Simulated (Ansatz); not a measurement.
Frontier orbitals of `C[SiH](F)I`.

The species carries charge 0 and has multiplicity 1. Correlated methods freeze the filled d shell of I. I: def2 effective core potential. The geometry is a stationary point of PBE0-D4/def2-TZVP. Basis def2-TZVPP, the Gaussian-basis code of Ansatz.

Orbital energies of one run (eV). Highest occupied ones, from the top: -7.50, -7.63, -9.08, -9.60, -11.49, -11.71, -12.22, -12.55, -12.80, -15.02, -19.07, -19.94, -32.64, -51.81. Empty: -0.40, 0.16, 0.71, 1.70, 1.88, 2.33.

Problem. Which functional gave them?
A. LC-ωPBE
B. r2SCAN
C. ωB97M-V
D. B3LYP

Solution. D. HOMO energies: B3LYP -7.50, LC-ωPBE -10.35, ωB97M-V -9.88, r2SCAN -6.91 eV.

B3LYP here is the variant with VWN-RPA as its local correlation; programs differ in this. LC-ωPBE has ω = 0.4 bohr⁻¹.
